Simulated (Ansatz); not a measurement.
Consider the atomization: `CCC([SiH3])Cl` → 3 C• + Cl• + 9 H• + Si•.

Calculated with Ansatz (gas phase, PBE0-D4/def2-TZVP geometries, no zero-point term in ΔE). CBS: MP2 limit from def2 TZ/QZ plus the TZ coupled-cluster correction, frozen cores. This one scheme is used for every species, atoms too. For atomizations the MP2-based limit and the directly extrapolated one differ by several kJ/mol either way, and by 10 to 25 for some Ge, Se and Sn compounds, so smaller differences from it don't rank the levels. Functionals use def2-TZVPP. HSE06 is defined as in plane-wave codes. No spin–orbit coupling; open shells (•) take unrestricted orbitals. Spin–orbit coupling would lower the free atoms: a little for C, Cl, Si. Each species was taken in one conformer, which may not be the lowest.

`CCC([SiH3])Cl`:

Cartesian coordinates in Å:
```
C -1.645 -1.190 -0.441
C -0.807 -0.100 0.203
C 0.639 -0.071 -0.260
Si 1.701 1.224 0.614
Cl 0.750 0.291 -2.024
H -2.667 -1.172 -0.056
H -1.226 -2.179 -0.237
H -1.690 -1.061 -1.524
H -0.792 -0.240 1.291
H -1.259 0.881 0.024
H 1.089 -1.061 -0.146
H 1.690 0.949 2.079
H 1.124 2.568 0.364
H 3.095 1.161 0.111
```

Task: What is ΔE at CCSD(T)/CBS? (Estimate.)

Result: The calculation gave: +1194.8 kcal/mol.

Task: What do these levels give: revPBE-D4, ωB97X-V, HSE06, HF/def2-SVP, SCS-MP2/def2-QZVPP, MP2/CBS(def2)? (An estimate is asked.)

Result: The calculation gave: revPBE-D4 1184.9, ωB97X-V 1198.1, HSE06 1191.6, HF/def2-SVP 910.1, SCS-MP2/def2-QZVPP 1193.1, MP2/CBS(def2) 1202.8 kcal/mol.

Task: What do rigid-rotor, harmonic-oscillator terms from PBE0-D4/def2-TZVP frequencies (298.15 K, 1 bar) make of the CCSD(T)/CBS value? (Estimate.)

Result: Computed: ΔZPE = -68.8 kcal/mol, ΔH = +1141.3 kcal/mol, ΔS = 1487 J/(mol·K), ΔG = +1035.3 kcal/mol. Open shells count their whole term as degenerate.

Largest T1 diagnostic among the species: 0.012.

At CCSD(T), def2-SVP lies −55.8 kcal/mol from the extrapolated value and def2-TZVPP −27.2 kcal/mol: correlation converges slowly with the basis, and small sets miss more of it in the bonded molecule than in its fragments. From BLYP to BHLYP (50 % exact exchange), in def2-TZVPP and without D4, ΔE moves by −4.7 kcal/mol: exact exchange takes away binding that semilocal exchange gives to molecules. In def2-TZVPP, CCSD(T) changes the Hartree–Fock value by +265.0 kcal/mol (the triples alone add +14.1 kcal/mol) and MP2 by +273.0 kcal/mol; breaking electron pairs costs correlation energy, which Hartree–Fock lacks.
